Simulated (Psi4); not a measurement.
Cl$_{2}$Sn, triplet, at a GFN2-xTB geometry (such geometries of metal compounds can be far from the true shape) (the spin is typed, not shown lowest) (core potentials on Sn).

Psi4 was given this input:
```
memory 2 GB

molecule {
0 3
Sn    0.00993257   -0.00944619    0.58952790
Cl    1.24741626    1.57493270   -0.86320274
Cl   -1.27662969   -1.54714980   -0.87070284
}

set {
  basis def2-svp
  reference uhf
}

energy('scf')
print_variables()
```

Question: What does this run give for the nuclear repulsion energy, dipole moment, total energy, <S^2>, number of basis functions?

Answer: 
```json
{
 "nuclear_repulsion_energy": "197.6778 Eh",
 "dipole_moment": "3.64 D",
 "total_energy": "-1132.0846 Eh",
 "<S^2>": "2.025",
 "number_of_basis_functions": "62"
}
```

These values belong to the state on which the SCF converged, which isn't shown to be the lowest.
